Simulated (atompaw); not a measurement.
# u(r) = r·R(r): atom against pseudo-atom (Mg)

Columns: radius, all-electron u(r) and pseudo u(r) of the 3p shell (level -10.23 eV) of magnesium in the configuration [Ne] 3s0.5 3p0; PBE, scalar-relativistic, PAW (atompaw) scheme, atompaw 4.2.0.5.

```tsv
r (bohr)	all-electron	pseudo
0.115	-0.0905	0.0038
0.231	-0.1972	0.0151
0.346	-0.2470	0.0333
0.462	-0.2448	0.0583
0.577	-0.2071	0.0888
0.692	-0.1484	0.1241
0.808	-0.0779	0.1634
0.923	-0.0036	0.2050
1.038	0.0710	0.2481
1.154	0.1438	0.2918
1.269	0.2119	0.3345
1.385	0.2755	0.3758
1.500	0.3328	0.4142
1.615	0.3840	0.4495
1.731	0.4295	0.4814
1.846	0.4684	0.5090
1.962	0.5016	0.5327
2.077	0.5288	0.5521
2.192	0.5507	0.5674
2.308	0.5678	0.5791
2.423	0.5801	0.5871
2.538	0.5881	0.5920
2.654	0.5923	0.5940
2.769	0.5928	0.5933
2.885	0.5900	0.5901
3.000	0.5844	0.5844
```

(1) How many radial nodes do the two functions have?

(2) Is the pseudo-wave norm-conserving?

## Answers

(1) The all-electron 3p function has n − l − 1 = 1; the pseudo-wave has 0, since the states of the same l below it are removed with the core.

(2) No, it belongs to a PAW set: the norm inside the radius is not constrained, and the difference is carried by the augmentation charge.
